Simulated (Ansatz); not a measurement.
System: GaH₂ (charge +1, singlet). 
Coordinates optimised at B3LYP-D3(BJ)/def2-TZVP (Ansatz, a quantum-chemistry and plane-wave program):
```
Ga
H 1 1.5293
H 1 1.5293 2 180.00
```
Charge +1, spin multiplicity 1.

Basis-set convergence of Hartree-Fock and MP2 correlation energies (hartree) with Ansatz. Valence correlation only, unless marked. Spin-orbit coupling is left out. Frozen are the shells of the preceding noble gas and the d and f shells that filled before the atom's block. Non-relativistic.

| basis | functions | E(HF) | E(corr, MP2) |
|---|---|---|---|
| cc-pVDZ | 37 | -1924.08638 | -0.04899 |
| cc-pVTZ | 71 | -1924.15859 | -0.05837 |
| cc-pVQZ | 128 | -1924.16172 | -0.06225 |
| cc-pV5Z | 214 | -1924.16217 | -0.06362 |

Extrapolating the two largest sets (X = 4 and 5) as X^-3: E(corr) = (125·(-0.06362) - 64·(-0.06225))/61 = -0.0651 Eh, an estimate of the basis-set limit. The largest set recovers 97.8 % of it, the smallest 75.3 %.
